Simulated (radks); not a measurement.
Polarisability of the scandium ion Sc3+, [Ar], at imaginary frequency. All-electron calculation, non-relativistic Kohn-Sham, LB94 model potential, spin-polarised, spherical densities, point nucleus. Program: a radial shooting solver on a logarithmic mesh with Libxc functionals. Response by self-consistent Sternheimer equations with the Hartree and adiabatic LDA kernel.

| w (hartree) | alpha1(iw) (bohr^3) | alpha2(iw) (bohr^5) |
|---|---|---|
| 0.00266 | 2.212 | 3.779 |
| 0.0143 | 2.212 | 3.779 |
| 0.0360 | 2.211 | 3.778 |
| 0.0697 | 2.208 | 3.775 |
| 0.118 | 2.200 | 3.767 |
| 0.186 | 2.181 | 3.751 |
| 0.280 | 2.143 | 3.717 |
| 0.413 | 2.066 | 3.647 |
| 0.605 | 1.922 | 3.508 |
| 0.892 | 1.669 | 3.242 |
| 1.35 | 1.281 | 2.764 |
| 2.12 | 0.8101 | 2.020 |
| 3.59 | 0.3968 | 1.127 |
| 6.94 | 0.1432 | 0.4100 |
| 17.5 | 0.03308 | 0.07525 |

Static values: alpha1 = 2.212 bohr^3 (0.3279 angstrom^3; uncoupled 3.518), alpha2 = 3.779 bohr^5, alpha3 = 13.43 bohr^7. C6 = 5.923, C8 = 59.41, triple-dipole C9 = 9.640 atomic units. One-pole (London) frequency 4 C6 / (3 alpha1^2) = 1.613 hartree, against 2.671 for minus the highest occupied eigenvalue.
